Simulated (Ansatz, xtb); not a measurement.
**Relative energy of two isomers of C5H6ClNO**

Structure I is `COc1c[nH]c(Cl)c1`, a singlet and structure II is `COc1ccc(Cl)[nH]1`, a singlet. Both are isolated molecules in the gas phase, relaxed with B3LYP/def2-SVP; the shapes shown needn't be the lowest conformers.

I (Å):

```json
{"atom": "C", "x (Å)": "-1.3519", "y (Å)": "2.1480", "z (Å)": "-1.5218"}
{"atom": "C", "x (Å)": "0.7663", "y (Å)": "1.2350", "z (Å)": "-1.0884"}
{"atom": "C", "x (Å)": "0.8631", "y (Å)": "1.6702", "z (Å)": "0.2258"}
{"atom": "C", "x (Å)": "2.7348", "y (Å)": "0.5355", "z (Å)": "-0.2751"}
{"atom": "C", "x (Å)": "1.9545", "y (Å)": "0.5120", "z (Å)": "-1.4138"}
{"atom": "Cl", "x (Å)": "4.2922", "y (Å)": "-0.1481", "z (Å)": "0.0153"}
{"atom": "N", "x (Å)": "2.0854", "y (Å)": "1.2260", "z (Å)": "0.7061"}
{"atom": "O", "x (Å)": "-0.2387", "y (Å)": "1.4179", "z (Å)": "-1.9767"}
{"atom": "H", "x (Å)": "-2.0670", "y (Å)": "2.2036", "z (Å)": "-2.3539"}
{"atom": "H", "x (Å)": "-1.0704", "y (Å)": "3.1750", "z (Å)": "-1.2204"}
{"atom": "H", "x (Å)": "-1.8400", "y (Å)": "1.6527", "z (Å)": "-0.6608"}
{"atom": "H", "x (Å)": "0.1864", "y (Å)": "2.2440", "z (Å)": "0.8506"}
{"atom": "H", "x (Å)": "2.4507", "y (Å)": "1.3832", "z (Å)": "1.6355"}
{"atom": "H", "x (Å)": "2.1928", "y (Å)": "0.0412", "z (Å)": "-2.3630"}
```

II (Å):

```json
{"atom": "C", "x (Å)": "-1.7408", "y (Å)": "0.8068", "z (Å)": "-0.1047"}
{"atom": "C", "x (Å)": "-0.5797", "y (Å)": "-1.2068", "z (Å)": "0.1705"}
{"atom": "C", "x (Å)": "0.4532", "y (Å)": "-0.8046", "z (Å)": "0.9974"}
{"atom": "C", "x (Å)": "1.2592", "y (Å)": "-1.9675", "z (Å)": "1.2457"}
{"atom": "C", "x (Å)": "0.6821", "y (Å)": "-3.0110", "z (Å)": "0.5635"}
{"atom": "Cl", "x (Å)": "1.1386", "y (Å)": "-4.6705", "z (Å)": "0.4348"}
{"atom": "N", "x (Å)": "-0.4407", "y (Å)": "-2.5450", "z (Å)": "-0.0927"}
{"atom": "O", "x (Å)": "-1.6283", "y (Å)": "-0.5721", "z (Å)": "-0.3892"}
{"atom": "H", "x (Å)": "-0.8557", "y (Å)": "1.3636", "z (Å)": "-0.4616"}
{"atom": "H", "x (Å)": "-2.6340", "y (Å)": "1.1693", "z (Å)": "-0.6303"}
{"atom": "H", "x (Å)": "-1.8577", "y (Å)": "0.9848", "z (Å)": "0.9795"}
{"atom": "H", "x (Å)": "0.6240", "y (Å)": "0.1959", "z (Å)": "1.3852"}
{"atom": "H", "x (Å)": "2.1575", "y (Å)": "-2.0257", "z (Å)": "1.8550"}
{"atom": "H", "x (Å)": "-1.0629", "y (Å)": "-3.0930", "z (Å)": "-0.6727"}
```

Quicker runs give these differences E(II) − E(I): GFN2-xTB −2.3 kcal/mol; HF/STO-3G −4.2 kcal/mol (at GFN2-xTB geometries); r2SCAN-D4/def2-SVP −2.4 kcal/mol (at GFN2-xTB geometries).

**Question.** Estimate E(II) − E(I) at the level CCSD(T)/def2-SVP + ΔMP2/def2-TZVPP.

**Answer.** Calculated at CCSD(T)/def2-SVP + ΔMP2/def2-TZVPP: E(II) − E(I) = −2.1 kcal/mol, so structure II lies lower.

How the difference moves with the method:

```json
{"level": "GFN2-xTB", "geometry": "GFN2-xTB", "E(II) − E(I) (kcal/mol)": "−2.3", "departure from the last row (kcal/mol)": "−0.2", "job, with rough time for the two": "optimisation, 0.12 s"}
{"level": "HF/STO-3G", "geometry": "GFN2-xTB", "E(II) − E(I) (kcal/mol)": "−4.2", "departure from the last row (kcal/mol)": "−2.1", "job, with rough time for the two": "single point, 0.66 s"}
{"level": "r2SCAN-D4/def2-SVP", "geometry": "GFN2-xTB", "E(II) − E(I) (kcal/mol)": "−2.4", "departure from the last row (kcal/mol)": "−0.3", "job, with rough time for the two": "single point, 8.1 s"}
{"level": "B3LYP/def2-SVP", "geometry": "B3LYP/def2-SVP", "E(II) − E(I) (kcal/mol)": "−2.3", "departure from the last row (kcal/mol)": "−0.3", "job, with rough time for the two": "optimisation, 53 s"}
{"level": "HF/def2-SVP", "geometry": "B3LYP/def2-SVP", "E(II) − E(I) (kcal/mol)": "−4.0", "departure from the last row (kcal/mol)": "−2.0", "job, with rough time for the two": "part of the CCSD(T) run"}
{"level": "MP2/def2-SVP", "geometry": "B3LYP/def2-SVP", "E(II) − E(I) (kcal/mol)": "−2.4", "departure from the last row (kcal/mol)": "−0.3", "job, with rough time for the two": "part of the CCSD(T) run"}
{"level": "CCSD(T)/def2-SVP", "geometry": "B3LYP/def2-SVP", "E(II) − E(I) (kcal/mol)": "−2.5", "departure from the last row (kcal/mol)": "−0.5", "job, with rough time for the two": "single point"}
{"level": "CCSD(T)/def2-SVP + ΔMP2/def2-TZVPP", "geometry": "B3LYP/def2-SVP", "E(II) − E(I) (kcal/mol)": "−2.1", "departure from the last row (kcal/mol)": "", "job, with rough time for the two": "single point, 3.2 min"}
```

As drawn, both hold the same kinds of bond in the same numbers.

The levels shown agree on the order. The largest departure from CCSD(T)/def2-SVP + ΔMP2/def2-TZVPP is that of HF/STO-3G, 2.1 kcal/mol. The last row adds to CCSD(T) the change of the MP2 difference between the two basis sets, here +0.5 kcal/mol.

With thermal terms from frequencies at re-optimised GFN2-xTB minima (ideal gas, soft modes damped towards free rotors, one conformer each, 298.15 K, 1 atm): on the last row, ΔE + ΔZPE = −2.0, ΔH = −2.0, ΔG = −2.1 kcal/mol.

The correlated steps freeze 12 core orbitals. Run with Ansatz 0.2.0, xtb 6.7.1; the last row on 2 threads of Arm Neoverse V2 on a shared host.
